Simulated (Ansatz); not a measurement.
Consider the substitution at a C–C bond: `C[CH]([AlH2])CN` + `N#CO` → `N#COCN` + `C[CH2][AlH2]`.

Isolated molecules relaxed with PBE0-D4/def2-TZVP in Ansatz; ΔE leaves out vibrations. CCSD(T)/CBS is the MP2 limit (def2-TZVPP, def2-QZVPP) plus CCSD(T) − MP2 in def2-TZVPP, frozen cores. This one scheme is used for every species. DFT in def2-TZVPP. One conformer a species, not always the lowest.

`C[CH]([AlH2])CN`:

```xyz
15

C     0.445    1.420    0.340
C     0.353    0.060   -0.354
Al    2.008   -0.995   -0.229
C    -0.882   -0.728    0.060
N    -2.114   -0.053   -0.332
H     1.363    1.953    0.078
H    -0.387    2.080    0.073
H     0.440    1.310    1.431
H     0.253    0.246   -1.438
H     1.957   -2.586   -0.279
H     3.415   -0.256   -0.133
H    -0.829   -0.930    1.145
H    -0.879   -1.707   -0.431
H    -2.920   -0.626   -0.112
H    -2.224    0.812    0.182
```

`N#CO`:

```xyz
4

N     1.372   -0.776    0.358
C     0.421   -0.143    0.205
O    -0.624    0.605    0.090
H    -1.169    0.314   -0.653
```

`N#COCN`:

Cartesian coordinates in Å:
```
N -1.799 2.278 0.905
C -1.236 1.270 0.853
O -0.616 0.153 0.801
C 0.275 -0.005 -0.407
N 0.912 -1.233 -0.397
H 0.985 0.821 -0.355
H -0.382 0.104 -1.270
H 0.296 -2.027 -0.489
H 1.566 -1.361 0.360
```

`C[CH2][AlH2]`:

Z-matrix (Å, degrees):
```
C
C 1 1.528
H 1 1.093 2 111.7
H 1 1.094 2 112.2 3 120.4
H 1 1.093 2 111.7 3 -119.2
Al 2 1.958 1 116.9 3 59.6
H 2 1.099 1 110.4 3 -177.4
H 2 1.099 1 110.4 3 -63.2
H 6 1.592 2 121.0 1 -0.5
H 6 1.592 2 119.8 1 179.5
```

| level | ΔE (kJ/mol) |
| --- | --- |
| PBE-D4 | -16.7 |
| r2SCAN-D4 | -20.4 |
| B2PLYP | -20.7 |
| r2SCAN | -21.9 |
| PBE0 | -16.9 |
| MP2/def2-TZVPP | -5.3 |
| SCS-MP2/def2-TZVPP | -9.6 |
| SCS-MP2/def2-QZVPP | -8.2 |

Task: What does CCSD(T)/CBS give? (Best estimate.)

Result: The calculation gave: -5.9 kJ/mol. The listed levels differ from it by -10.8, -14.5, -14.8, -16.0, -11.0, 0.6, -3.7, -2.3 kJ/mol.

Largest T1 diagnostic among the species: 0.014.

From PBE to PBE0 (25 % exact exchange), in def2-TZVPP and without D4, ΔE moves by +5.0 kJ/mol. The D4 term adds +8.2 kJ/mol with B3LYP and +4.5 kJ/mol with PBE0; it sums over pairs of atoms, weighted by their polarisabilities, and B3LYP, whose exchange is more repulsive, gets the larger term. In def2-TZVPP, CCSD(T) changes the Hartree–Fock value by +20.1 kJ/mol (the triples alone add +0.2 kJ/mol) and MP2 by +23.0 kJ/mol.

B3LYP here is the variant with VWN-RPA as its local correlation; programs differ in this.
